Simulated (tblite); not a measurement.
Start geometry of `C=N[SiH2]O/C(C#N)=C/C` from a force field or distance geometry (Å):
```
atom  x, y, z in Å
C1     3.012    0.984   -0.493
N2     2.327    1.114    0.590
Si3    1.775   -0.359    1.341
O4     0.107   -0.292    1.367
C5    -0.710   -0.259    0.249
C6    -0.181   -0.380   -1.090
N7     0.275   -0.491   -2.156
C8    -2.024   -0.110    0.456
C9    -3.113   -0.051   -0.573
H10    3.240    0.029   -0.989
H11    3.376    1.893   -0.995
H12    2.219   -1.527    0.551
H13    2.302   -0.437    2.722
H14   -2.367   -0.033    1.480
H15   -3.835   -0.851   -0.406
H16   -2.756   -0.124   -1.589
H17   -3.653    0.905   -0.476
```

Question: What comes out of this run: tblite, GFN2-xTB geometry optimisation, gas phase?

Answer: 
```
atom  x, y, z in Å
C1     3.1051    1.0300   -0.5892
N2     2.3394    0.8671    0.3809
Si3    1.7664   -0.4821    1.2879
O4     0.1336   -0.3780    1.2978
C5    -0.7509   -0.2847    0.2784
C6    -0.2387   -0.3478   -1.0435
N7     0.2050   -0.4063   -2.1001
C8    -2.0628   -0.1365    0.5074
C9    -3.1018   -0.0274   -0.5514
H10    3.6391    0.2288   -1.1067
H11    3.2707    2.0361   -0.9683
H12    2.1565   -1.8151    0.8219
H13    2.0572   -0.1892    2.6774
H14   -2.3947   -0.0897    1.5350
H15   -3.8413   -0.8191   -0.4312
H16   -2.6647   -0.0985   -1.5441
H17   -3.6252    0.9245   -0.4620
```

The energy falls by 8.9 kcal/mol over 71 L-BFGS steps, the largest force on an atom goes from 2.67 to 0.008 eV/Å, and the atoms move by 0.208 Å rms after alignment. The bond that changes most is C1=N2 (C=N carbon to C=N nitrogen), which shortens by 0.041 Å. Bonds longer at the end by more than 0.005 Å: 1 of 16; shorter: 12. Among the angles that change most is C1–N2–Si3, from 116.4° to 135.7°. Among the dihedrals that turn most is H13–Si3–O4–C5, from -178° to 165°. Rotational constants go from 2394, 897.3, 724.2 to 2459, 900.0, 724.8 MHz. The orientation of the end geometry is arbitrary; only internal coordinates are fixed.

Time: 0.96 s wall. Hardware: one thread of an Arm Neoverse N1, no GPU, shared host.

Its GFN2-xTB frequencies are all real (lowest 26 cm⁻¹). The numbers are those of one conformer. 3 starts were optimised and ended at 0.00, 0.06 and 0.22 kcal/mol (GFN2-xTB); the lowest of these is shown.

All values are computed, not measured.
